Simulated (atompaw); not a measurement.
**Logarithmic derivatives: Nd (Z = 60), PAW (atompaw)**

atompaw 4.2.0.5 input, output lines left out:

```
Nd 60
GGA-PBE scalarrelativistic loggrid 2001 logderivrange -4 5 226
6 6 5 4 0 0
6 0 1.75
6 1 0
5 2 0
4 3 4
0 0 0
c
c
c
c
c
v
c
c
c
v
v
c
c
v
v
3
3.88 3.68 2.98 2.98
y
0.1
n
n
y
0.7
n
y
1.7
n
custom polynom vanderbiltortho gaussian
4 0 ultrasoft
3.68
3.68
3.62
3.88
3.88
3.88
1.16
1.16
```

The phase is arctan(r·u′/u) with u = r·R(r), unwrapped; energies in Ry, scanned from -4 to 5 Ry. A pole is an energy at which the radial function vanishes at the test radius. The pseudo phase is shifted by a multiple of π to meet the all-electron one at the reference energy, and phase errors are pseudo minus all-electron; the curves can meet again beyond the range given. Levels narrower than the energy grid can be missing from the lists of poles.

Question: For each channel, where are the poles, and over which energies does the pseudopotential scatter like the atom?

Answer:

| channel | radius (bohr) | reference energy (Ry) | poles, all-electron | poles, pseudo | unbroken range about the reference energy with phases within 0.05 rad | phase error 1 Ry above the reference energy (rad) |
| --- | --- | --- | --- | --- | --- | --- |
| s | 3.88 | -0.34 | -3.04, 0.70, 4.91 | 0.70, 4.11 | -3.0 to 2.1 | -0.000 |
| p | 3.88 | -0.16 | -1.69, 1.47 | -1.69, 1.29, 4.77 | below 1.6 | -0.022 |
| d | 3.88 | -0.23 | 0.06, 2.92 | 0.06, 3.04 | below 4.1 | +0.000 |
| f | 3.88 | -0.23 | -0.22, 1.87 | -0.22, 1.87 | below 3.1 | -0.004 |

Note: ghost state, extra bound levels that the all-electron valence spectrum of the same l lacks: s at -56.5 eV. A true bound ghost makes a file unfit for plane-wave use.

Phases in the p channel:

| E (Ry) | all-electron | pseudo |
| --- | --- | --- |
| -4.00 | 1.433 | 1.433 |
| -3.76 | 1.428 | 1.427 |
| -3.52 | 1.422 | 1.421 |
| -3.28 | 1.415 | 1.415 |
| -3.04 | 1.408 | 1.407 |
| -2.80 | 1.398 | 1.398 |
| -2.56 | 1.387 | 1.386 |
| -2.32 | 1.371 | 1.371 |
| -2.08 | 1.346 | 1.345 |
| -1.84 | 1.245 | 1.244 |
| -1.60 | -1.720 | -1.721 |
| -1.36 | -1.788 | -1.789 |
| -1.12 | -1.830 | -1.831 |
| -0.88 | -1.878 | -1.879 |
| -0.64 | -1.948 | -1.950 |
| -0.40 | -2.071 | -2.072 |
| -0.16 | -2.341 | -2.341 |
| 0.08 | -3.074 | -3.081 |
| 0.32 | -4.005 | -4.023 |
| 0.56 | -4.379 | -4.398 |
| 0.80 | -4.536 | -4.557 |
| 1.04 | -4.622 | -4.647 |
| 1.28 | -4.678 | -4.711 |
| 1.52 | -4.722 | -4.766 |
| 1.76 | -4.759 | -4.824 |
| 2.00 | -4.795 | -4.902 |
| 2.24 | -4.834 | -5.040 |
| 2.48 | -4.882 | -5.431 |
| 2.72 | -4.952 | -6.761 |
| 2.96 | -5.073 | -7.433 |
| 3.20 | -5.357 | -7.618 |
| 3.44 | -6.246 | -7.701 |
| 3.68 | -7.200 | -7.750 |
| 3.92 | -7.508 | -7.783 |
| 4.16 | -7.633 | -7.808 |
| 4.40 | -7.701 | -7.828 |
| 4.64 | -7.745 | -7.845 |
| 4.88 | -7.776 | -7.861 |
